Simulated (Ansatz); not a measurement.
A single point on `C[O][Ga]([SH])[SH]`.

```yaml
crystal:
  periodic: [false, false, false]
  atoms:
    - {symbol: C, position_ang: [0.523570, -1.663352, 0.604291]}
    - {symbol: O, position_ang: [0.859052, -0.305583, 0.455986]}
    - {symbol: Ga, position_ang: [-0.220419, 0.886614, -0.294152]}
    - {symbol: S, position_ang: [-2.174362, 0.221071, -1.040576]}
    - {symbol: S, position_ang: [0.517118, 2.941598, -0.405798]}
    - {symbol: H, position_ang: [1.283724, -2.285028, 0.120144]}
    - {symbol: H, position_ang: [-0.449197, -1.923232, 0.166542]}
    - {symbol: H, position_ang: [0.492273, -1.925022, 1.667167]}
    - {symbol: H, position_ang: [-2.503672, 1.451690, -1.467495]}
    - {symbol: H, position_ang: [1.671903, 2.601253, 0.193890]}
basis:
  gaussian: {orbitals: def2-QZVPP}
correlation: {method: mp2}
```

```sh
$ ansatz run in.yaml --threads 2 --pin off --events-out ev --progress --plain --max-ram 22528MiB --backend cuda --devices 0, --max-vram 18GiB
```

Shortened log:

```
Functional definition: HF
3015 factors; integrals over basis functions are off by at most 8.4e-4 eV
mean field evaluation 1: about -77118.5408 eV, gradient 4.0e1 eV
mean field evaluation 2: about -77118.6846 eV, gradient 4.0e1 eV
mean field evaluation 4: about -77122.3328 eV, gradient 4.8e0 eV
mean field evaluation 8: about -77122.4166 eV, gradient 4.9e-1 eV
mean field evaluation 16: about -77122.4184 eV, gradient 1.6e-6 eV
mean field -77122.41841625 eV, -2834.1966013443 hartree, gradient 1.6e-6 eV, S^2 0.000000; 0 other end points of the search recorded, 0 dependent functions left out
21 core orbitals not correlated: weight in the atoms' cores, before any rotation towards them, 1.000 or more for the frozen orbitals, at most 0.000 for the correlated occupied ones
reference -77122.41841625 eV, -2834.1966013443 hartree; 20, 20 occupied and 452, 452 virtual orbitals, 3015 factors
second order -35.31758819 eV of doubles, -0.00000000 eV of singles
Total energy: -77157.73600444 eV, -2835.4944987712 hartree
```

Run time 4.4 s (2 threads of an AMD EPYC 7R13 on a shared host and a share of an NVIDIA H100 80 GB); peak host memory 1.1 GiB.
